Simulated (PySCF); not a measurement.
# C$_{3}$H$_{7}$N$_{3}$Si: full NMR table

- Formula: C3H7N3Si
- SMILES: Cc1cn([SiH3])nn1
- Point group of the computed structure: C1
- Degrees of unsaturation: 3
- Carbon signals: 3
- Proton signals: 3

Numbering as in the mapped SMILES `[CH3:1][c:2]1[cH:3][n:4]([SiH3:5])[n:6][n:7]1`. Each H is labelled by its parent atom.

PySCF 2.14 calculation with structure optimised with GFN2-xTB and GIAO PBE0/pcSseg-1 shieldings; single conformer, rapidly exchanging positions averaged, non-relativistic Hamiltonian, no solvent model.

Referencing at the same level of theory: ¹H (31.72 ppm), ¹³C (186.93 ppm), ²⁹Si (349.16 ppm) against TMS; ¹⁵N (267.73 ppm) vs NH3.

| carbon | δC, type | δH (multiplicity) | HMBC from (2–3 bonds) | span of the C tensor (ppm) |
| --- | --- | --- | --- | --- |
| C1 | 12.7, CH3 | 2.68 (s) | H(C3) | 27 |
| C2 | 148.7, C | – | H(C3), H(C1) | 148 |
| C3 | 131.7, CH | 7.54 (s) | H(Si5), H(C1) | 173 |

Other nuclei:
```tsv
atoms	nucleus	environment	δ (ppm)	σ (ppm)
H(Si5)	¹H	hydrogen on a silicon bonded to N	5.29	26.43
Si5	²⁹Si	silicon bonded to N, 3 H	-51.3	400.4
N6	¹⁵N	pyridine-type nitrogen of an azole	417.5	-149.8
N7	¹⁵N	pyridine-type nitrogen of an azole	399.8	-132.1
N4	¹⁵N	pyrrole-type ring nitrogen	257.0	10.8
```

Carbon types of the structure: 1 × C, 1 × CH, 1 × CH3, leaving 3 H on heteroatoms. δC 148.7: substituted aromatic carbon next to a ring nitrogen. δC 131.7: aromatic CH next to a ring nitrogen. δC 12.7: methyl carbon on an aromatic ring; aliphatic region, no heteroatom directly attached. δH 7.54: hydrogen on an aromatic CH next to a ring nitrogen; the ring current deshields protons in the ring plane. δH 2.68: hydrogen on a methyl carbon on an aromatic ring; benzylic-type position, deshielded by the ring.

Shifts are as computed. Against solution values, carbons near 30 ppm lie about +3 ppm off and those near 130 ppm about +5 ppm. Of 1211 compounds with measured shifts, 218 miss one by over three times the rms of a fit or turn the order of signals round; such compounds aren't used in these exercises. Experimental scales use liquid or dissolved standards, which lie at an offset from isolated NH3 (liquid NH3: subtract about 20 ppm). Unscaled 15N shifts of sp2 nitrogen come out 20 to 40 ppm too high even then. No couplings were computed; multiplicities are counted from neighbouring protons, with m where these are inequivalent, close in shift, in a saturated or five-membered ring or joined by F or P, and br s for small geminal =CH2 splittings.
